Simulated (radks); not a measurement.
Results of a calculation; reference values are marked as such.
Question: Species: As I. Configuration: [Ar] 3d10 4s2 4p3. Code: a radial shooting solver on a logarithmic mesh with Libxc functionals. Model: Dirac Kohn-Sham, PBE, spin-unpolarised, spherical densities, point nucleus; open shells are shared between the two j in proportion to 2j + 1.

Spin-orbit splittings of the eigenvalues, e(l+1/2) - e(l-1/2), with zeta = 2 splitting/(2l+1) and mean radii in bohr:

| shell | occ. | splitting (eV) | zeta (eV) | <r> j=l-1/2 | <r> j=l+1/2 |
|---|---|---|---|---|---|
| 2p | 6 | 36.56 | 24.38 | 0.1747 | 0.1784 |
| 3p | 6 | 5.023 | 3.348 | 0.6100 | 0.6206 |
| 3d | 10 | 0.7285 | 0.2914 | 0.6755 | 0.6803 |
| 4p | 3 | ? | ? | 2.519 | 2.573 |

Estimate the 4p splitting.

Answer: 0.2727 eV (zeta = 0.1818 eV).
